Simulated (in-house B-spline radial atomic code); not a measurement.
Pd2+: [Kr] 4d8

Level of theory: Dirac-Kohn-Sham CAM-B3LYP, spherical fractional occupations, exact exchange averaged over the configuration, Fermi nucleus of rms radius 4.5318 fm; calculated with a radial B-spline atomic code at the basis-set limit.

Screening seen three ways: the hydrogenic charge with the same mean radius, Z_r = [3n² - l(l+1)]/(2<r>), the one with the same energy, Z_e = n√(-2ε), and Slater's rules. Values are occupation-weighted means over j. An effective charge above Z reflects the relativistic contraction of the inner shells.

```
shell  electrons   ε (eV)  <r> (bohr)    Z_r    Z_e  Slater
   1s          2   -24248     0.03185  47.10  42.22   45.70
   2s          2  -3579.5      0.1379  43.50  32.44   41.85
   2p          6  -3214.1      0.1205  41.51  30.74   41.85
   3s          2  -675.05      0.3787  35.64  21.13   34.75
   3p          6  -553.93      0.3781  33.06  19.14   34.75
   3d         10  -360.03      0.3575  29.37  15.43   24.85
   4s          2  -116.85      0.9435  25.44  11.72   18.25
   4p          6  -81.453       1.034  22.24   9.79   18.25
   4d          8  -30.835       1.373  15.30   6.02    7.55
```

The least bound orbital is 4d5/2 at -30.62 eV, and it is also the most diffuse (<r> = 1.379 bohr).

Spin-orbit splittings of the orbital energies (j = l + 1/2 above j = l - 1/2 when positive): 2p 159.6 eV, 3p 28 eV, 3d 5.571 eV, 4p 4.593 eV, 4d 0.5342 eV.

For the 1s electron the small component carries 2.83 % of the norm, the zero-frequency Breit interaction raises the level by 51.82 eV, self-energy by 28.86 eV, and vacuum polarisation lowers it by 3.563 eV.
